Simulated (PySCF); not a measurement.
Species: C6H11PSi.
Numbering: `[SiH3:1][CH2:2][P:3]1[CH:4]=[CH:5][CH2:6][CH:7]=[CH:8]1` (hydrogens: H9, H10, H11 on Si1; H12, H13 on C2; H14 on C4; H15 on C5; H16, H17 on C6; H18 on C7; H19 on C8)

The same species was optimised twice, with GFN2-xTB and with PBE0-D3(BJ)/def2-SVP (PySCF), and the same property calculations (PySCF, gas phase) were run on both structures.

```csv
coordinate,GFN2-xTB,PBE0-D3(BJ)/def2-SVP,change
Si1–C2 (Å),1.906,1.887,-0.019
C4=C5 (Å),1.325,1.339,+0.014
C7=C8 (Å),1.325,1.339,+0.014
C2–P3 (Å),1.859,1.868,+0.009
P3–C8 (Å),1.812,1.817,+0.005
P3–C4 (Å),1.812,1.817,+0.005
C5–C6 (Å),1.500,1.497,-0.003
C6–C7 (Å),1.500,1.497,-0.003
C5–C6–C7 (°),112.5,115.9,+3.4
P3–C4–C5 (°),122.6,124.9,+2.3
P3–C8–C7 (°),122.6,124.9,+2.3
C4–P3–C8 (°),96.0,98.3,+2.3
C6–C7–C8 (°),123.9,126.0,+2.1
C4–C5–C6 (°),123.9,126.0,+2.1
C2–P3–C8 (°),100.3,101.8,+1.5
C2–P3–C4 (°),100.3,101.9,+1.6
Si1–C2–P3–C4 (°),-48,-48,0
```

Rotational constants: A = 2301, B = 1011, C = 989.8 MHz (GFN2-xTB) against A = 2100, B = 1051, C = 1004 MHz (PBE0-D3(BJ)/def2-SVP).

On the GFN2-xTB structure: HOMO (eV) -6.14 [PBE0/pcSseg-1]; LUMO (eV) -0.10 [PBE0/pcSseg-1]; dipole (D) 0.89 [PBE0/pcSseg-1]; GIAO shielding of Si1 (ppm) 431.3 [PBE0/pcSseg-1]; GIAO shielding of C2 (ppm) 182.7 [PBE0/pcSseg-1]; GIAO shielding of P3 (ppm) 396.0 [PBE0/pcSseg-1]; GIAO shielding of C4/C8 (mean) (ppm) 50.1 [PBE0/pcSseg-1]; GIAO shielding of C5/C7 (mean) (ppm) 50.0 [PBE0/pcSseg-1]; GIAO shielding of C6 (ppm) 153.8 [PBE0/pcSseg-1].

Q: What do these properties become on the PBE0-D3(BJ)/def2-SVP structure?

A: 
```csv
property,level,on GFN2-xTB,on PBE0-D3(BJ)/def2-SVP,change
HOMO (eV),PBE0/pcSseg-1,-6.14,-6.03,+0.11
LUMO (eV),PBE0/pcSseg-1,-0.10,-0.33,-0.23
dipole (D),PBE0/pcSseg-1,0.89,1.08,+0.19
"energy, GFN2-xTB geometry as zero (kcal/mol)",PBE0/pcSseg-1,0.0,-2.2,-2.2
GIAO shielding of Si1 (ppm),PBE0/pcSseg-1,431.3,428.1,-3.2
GIAO shielding of C2 (ppm),PBE0/pcSseg-1,182.7,180.4,-2.3
GIAO shielding of P3 (ppm),PBE0/pcSseg-1,396.0,391.8,-4.2
GIAO shielding of C4/C8 (mean) (ppm),PBE0/pcSseg-1,50.1,52.7,+2.6
GIAO shielding of C5/C7 (mean) (ppm),PBE0/pcSseg-1,50.0,44.9,-5.1
GIAO shielding of C6 (ppm),PBE0/pcSseg-1,153.8,151.9,-1.9
```

The heavy atoms differ by 0.151 Å rms after alignment. Among bonds between heavy atoms Si1–C2 changes most (-0.019 Å). Changes are differences of the printed values. Neither structure is proved a minimum here.

Shape of the structure used: `[SiH3:1][CH2:2][P:3]1[CH:4]=[CH:5][CH2:6][CH:7]=[CH:8]1`: Si1–C2–P3–C4 -48°.
